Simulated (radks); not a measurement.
Problem. Valence configurations of I (all share [Kr]). Calculated with a radial shooting solver on a logarithmic mesh with Libxc functionals: Dirac Kohn-Sham, BLYP, spin-unpolarised, spherical densities, point nucleus; open shells are shared between the two j in proportion to 2j + 1. Order these by energy: 4d10 5s1.5 5p5.5; 4d10 5s2 5p5; 4d9 5s2 5p6; 4d9.5 5s1.5 5p6; 4d9.5 5s2 5p5.5; 4d10 5s1 5p6.

Solution. From the lowest, in eV above it: 4d10 5s2 5p5 0.000; 4d10 5s1.5 5p5.5 5.186; 4d10 5s1 5p6 10.422; 4d9.5 5s2 5p5.5 22.200; 4d9.5 5s1.5 5p6 27.577; 4d9 5s2 5p6 45.749. NIST lists [Kr] 4d10 5s2 5p5 as the ground configuration; this level of theory agrees among the configurations tried. The energies are those of spherical spin-averaged densities, not of single terms.
